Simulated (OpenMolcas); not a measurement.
## C⁺: effect of the basis set

- Program: OpenMolcas
- Method: SS-RASPT2, IPEA 0.25 Eh, imaginary shift 0.1 Eh (closed shells correlated: 1s 2s)
- Active space: 1 electron in 9 orbitals (RAS2 2p; RAS3 3s 3d, at most 1 electron)
- State averaging: 2S+1 = 2 odd, 3 roots; 2S+1 = 2 even, 6 roots
- Spin-orbit coupling: RASSI with atomic mean-field integrals over the reference wave functions, term energies averaged over their components

A. ANO-R3 [4s4p2d1f], X2C, finite nucleus; CASPT2 step roughly 1.8 core-seconds
B. ANO-RCC-VQZP [5s4p3d2f1g], DKH2, point nucleus; CASPT2 step roughly 2.3 core-seconds
C. ANO-RCC [8s8p4d3f2g], DKH2, point nucleus; CASPT2 step roughly 2.8 core-seconds

Energies in cm⁻¹ above 2s² 2p ²P°_1/2, the measured ground level; measured values from NIST Handbook of Basic Atomic Spectroscopic Data.

```json
{"Level": "2s² 2p ²P°_1/2", "A": "0.0", "B": "0.0", "C": "0.0", "Measured": "0.0"}
{"Level": "2s² 2p ²P°_3/2", "A": "61.9", "B": "63.3", "C": "62.9", "Measured": "63.4"}
{"Level": "2s² 3s ²S_1/2", "A": "131280", "B": "117970", "C": "116320", "Measured": "116538"}
{"Level": "2s² 3d ²D_3/2", "A": "183580", "B": "167630", "C": "147510", "Measured": "145549"}
{"Level": "2s² 3d ²D_5/2", "A": "183580", "B": "167630", "C": "147510", "Measured": "145551"}
```

Deviations, from unrounded energies. A percentage is the sum of absolute deviations over the sum of measured energies, with the sign that they share, or ± where signs differ.

| Against measurement | Levels | A | B | C |
| --- | --- | --- | --- | --- |
| mean absolute deviation (cm-1) | 4 | 23000 | 11000 | 1000 |
| fine structure of the ground term (%) | 1 | -2.5 | -0.2 | -0.9 |
| other configurations (%) | 3 | +22.3 | +11.2 | ±1.0 |

C lies closest to measurement on these levels and A furthest from it. The largest miss of C in the table is 2s² 3d ²D_3/2, by +2000 cm-1. The ranking rests on the paired levels alone, and a cruder setting can come out closer through cancelling errors.

Among A to C the level of the table that moves most is 2s² 3d ²D_5/2, by 36000 cm-1 (lowest in C, highest in A). Moves below CASPT2's spread within the term are not significant.

Term energies are means over components that CASPT2 splits; among the terms shown or strongly mixed into the levels shown the widest spread is 1400 cm-1 (2s² 3d ²D, A). Over all roots computed the reference weight is 0.88 to 0.98 in A; the roots of lowest weight are the least certain, and an intruder state may touch them. ANO sets are built for valence states and can reach diffuse excited orbitals poorly. With one active electron, CASPT2 adds the correlation within the correlated inactive shells and between them and that electron, and leaves the splitting within a term as the reference gives it. Measured partners are found by configuration, term and J. A level has none where our copy of the source lacks it or the pairing is in doubt (some pairs that miss far off the trend of their configuration count as doubtful), and it then counts in no deviation. Only configurations of the active space appear.

° marks odd parity.
